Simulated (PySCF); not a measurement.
How methods differ on the ionisation energy of Sb

Sb [Kr] 4d10 5s2 5p3 (4S) → Sb+ [Kr] 4d10 5s2 5p2 (3P), as a difference of total energies. Computed with PySCF 2.14 in x2c-TZVPPall with one added diffuse shell each of s, p, d, f type (9s7p5d3f, 76 functions), with the spin-free X2C one-electron Hamiltonian (Gaussian nucleus). Correlated levels: valence and next inner shell: [Ar] 3d10 frozen. The calculations carry no spin-orbit coupling.

```csv
method,ionisation energy (eV),error (eV)
UHF,8.598,-0.526
MP2 (valence and next inner shell),9.139,+0.015
SCS-MP2 (valence and next inner shell),8.966,-0.158
CCSD (valence and next inner shell),9.043,-0.081
CCSD(T) (valence and next inner shell),9.075,-0.049
```

Reference: 9.124 eV (measured; NIST levels, between the centres of gravity of the two terms).

Errors of the correlated levels include the incompleteness of this basis and the frozen core.
